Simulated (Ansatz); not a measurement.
```yaml
crystal:
  periodic: [false, false, false]
  atoms:
    - {symbol: O, position_ang: [-0.690573, -1.982055, 1.700219]}
    - {symbol: C, position_ang: [-0.267304, -1.000348, 1.141170]}
    - {symbol: C, position_ang: [1.077073, -0.975153, 0.455043]}
    - {symbol: C, position_ang: [0.975733, -0.414863, -0.964158]}
    - {symbol: C, position_ang: [0.268943, 0.931899, -0.982484]}
    - {symbol: C, position_ang: [-1.114325, 0.831538, -0.357858]}
    - {symbol: C, position_ang: [-1.046007, 0.290945, 1.070925]}
    - {symbol: H, position_ang: [1.496510, -1.981791, 0.474311]}
    - {symbol: H, position_ang: [1.733739, -0.325939, 1.049200]}
    - {symbol: H, position_ang: [1.975262, -0.333608, -1.399576]}
    - {symbol: H, position_ang: [0.420321, -1.123221, -1.589616]}
    - {symbol: H, position_ang: [0.192138, 1.302264, -2.008622]}
    - {symbol: H, position_ang: [0.867441, 1.666081, -0.428615]}
    - {symbol: H, position_ang: [-1.611389, 1.805280, -0.359135]}
    - {symbol: H, position_ang: [-1.737044, 0.163315, -0.963789]}
    - {symbol: H, position_ang: [-2.035329, 0.124419, 1.498860]}
    - {symbol: H, position_ang: [-0.524289, 1.020637, 1.704227]}
basis:
  gaussian: {orbitals: STO-3G, point_charges: [{charge: 0.50, position_ang: [5.996, 0.608, 0.490]}]}
total_charge: 1
magnetization: {spin_polarized: true, initial_magnetization: 1}
hamiltonian: {xc: {name: PBEsol}}
scf: {lower_state_search: light}
output: {forces: true}
```

```sh
$ ansatz run in.yaml --threads 2 --pin off --events-out ev --progress --plain --max-ram 32768MiB --backend cpu
```

It prints (some lines left out):

```
Functional definition: PBEsol
647 factors; integrals over basis functions are off by at most 5.1e-5 eV
mean field evaluation 1: about -8273.7635 eV, gradient 1.4e1 eV
mean field evaluation 2: about -8259.3448 eV, gradient 4.2e1 eV
mean field evaluation 4: about -8275.0241 eV, gradient 2.8e0 eV
mean field evaluation 8: about -8274.8832 eV, gradient 3.0e-1 eV
mean field evaluation 16: about -8274.8839 eV, gradient 1.1e-4 eV
mean field -8274.88393115 eV, -304.0963755521 hartree, gradient 3.3e-5 eV, S^2 0.753081; 3 other end points of the search recorded, 0 dependent functions left out
reference -8274.88395897 eV, -304.0963765744 hartree; 27, 26 occupied and 18, 19 virtual orbitals, 647 factors
Total energy: -8274.88395897 eV, -304.0963765744 hartree
Atom 0 at    -0.690573    -1.982055     1.700219 Å, force    -2.406891    -5.512211     3.088414 eV/Å
Atom 1 at    -0.267304    -1.000348     1.141170 Å, force     1.841603     4.204702    -2.297938 eV/Å
Atom 2 at     1.077073    -0.975153     0.455043 Å, force     1.659732    -0.084625    -0.727389 eV/Å
Atom 3 at     0.975733    -0.414863    -0.964158 Å, force    -1.028038    -0.461278    -0.159136 eV/Å
Atom 4 at     0.268943     0.931899    -0.982484 Å, force     0.568449     1.023716     0.014020 eV/Å
Atom 5 at    -1.114325     0.831538    -0.357858 Å, force     0.067555    -1.174993    -0.443606 eV/Å
Atom 6 at    -1.046007     0.290945     1.070925 Å, force    -1.061644     1.521626    -0.005270 eV/Å
Atom 7 at     1.496510    -1.981791     0.474311 Å, force     0.251236    -0.829650    -0.014169 eV/Å
Atom 8 at     1.733739    -0.325939     1.049200 Å, force     0.204094     0.465038     0.586796 eV/Å
Atom 9 at     1.975262    -0.333608    -1.399576 Å, force     0.837205     0.112681    -0.109800 eV/Å
Atom 10 at     0.420321    -1.123221    -1.589616 Å, force    -0.192824    -0.460253    -0.364378 eV/Å
Atom 11 at     0.192138     1.302264    -2.008622 Å, force    -0.118849     0.091515    -0.585717 eV/Å
Atom 12 at     0.867441     1.666081    -0.428615 Å, force     0.255363     0.349292     0.227659 eV/Å
Atom 13 at    -1.611389     1.805280    -0.359135 Å, force    -0.316085     0.871786     0.254978 eV/Å
Atom 14 at    -1.737044     0.163315    -0.963789 Å, force    -0.474479    -0.297140    -0.302275 eV/Å
Atom 15 at    -2.035329     0.124419     1.498860 Å, force    -0.805738    -0.182989     0.303458 eV/Å
Atom 16 at    -0.524289     1.020637     1.704227 Å, force     0.537900     0.328202     0.529994 eV/Å
Dipole moment:    -0.033360    -0.041584     0.243258 e Å
```

It took 2.6 s on 2 threads of an AMD EPYC 7R13 on a shared host, with 0.71 GiB of host memory at the peak.
